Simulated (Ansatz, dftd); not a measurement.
System: AlCl, charge 0, singlet. AlCl (SMILES [Al][Cl]).
B3LYP-D3(BJ)/def2-TZVP minimum from Ansatz (a quantum-chemistry and plane-wave program):
```
Al
Cl 1 2.1602
```

Wanted: atomisation energy (electronic, to ground-state atoms), in kcal/mol. Radicals and triplets start from unrestricted determinants; spin-orbit coupling is neglected. Correlated methods leave the cores frozen. Rows without X2C or -DK are non-relativistic. CBS(X,Y): correlation extrapolated as X^-3, Hartree-Fock from the larger set (Q,5: extrapolated as (X+1)exp(-9√X)). A bracket is a step between two methods taken in the basis named. Functionals run without relativity, which enters their misses. Double hybrids freeze cores in their MP2 part. '+ core + X2C': CCSD(T) terms for core correlation (cc-pwCVTZ, 1s frozen past Ne) and scalar relativity (cc-pVTZ-DK). Where a partner has so few electrons that a lower coupled-cluster level is exact, that level stands in.

Compared with CCSD(T)/CBS(cc-pV(Q+d)Z,cc-pV(5+d)Z) + [CCSDT(Q) - CCSD(T)]/cc-pV(5+d)Z + [CCSDTQ - CCSDT(Q)]/cc-pV(D+d)Z + core + X2C (Ansatz): 122.5 kcal/mol.

Costs are rough ratios of core time, to one figure, on one kind of shared machine, summed over the single points of the molecules; atoms, geometries and frequencies are left out. The first row took roughly 3 core seconds; short runs hold start-up time.

```csv
level,program,cost relative to the first row,difference (kcal/mol)
r2SCAN/def2-TZVPD,Ansatz,1,-2.0
B2PLYP-D4/def2-TZVPD,Ansatz + dftd4,2,-3.0
CCSD(T)/cc-pV(5+d)Z,Ansatz,20,-1.1
CCSDT(Q)/cc-pV(T+d)Z,Ansatz,40,-5.6
"CCSD(T)/CBS(cc-pV(Q+d)Z,cc-pV(5+d)Z) + [CCSDT(Q) - CCSD(T)]/cc-pV(D+d)Z + core + X2C",Ansatz,50,0.2
"CCSD(T)/CBS(cc-pV(Q+d)Z,cc-pV(5+d)Z) + [CCSDT(Q) - CCSD(T)]/cc-pV(Q+d)Z + core + X2C",Ansatz,200,0.0
"CCSD(T)/CBS(cc-pV(Q+d)Z,cc-pV(5+d)Z) + [CCSDTQ - CCSD(T)]/cc-pV(D+d)Z + core + X2C",Ansatz,200,0.2
```

The dearest row costs roughly 200 times the first. Costs within a factor of two don't rank. The table holds for this case alone.
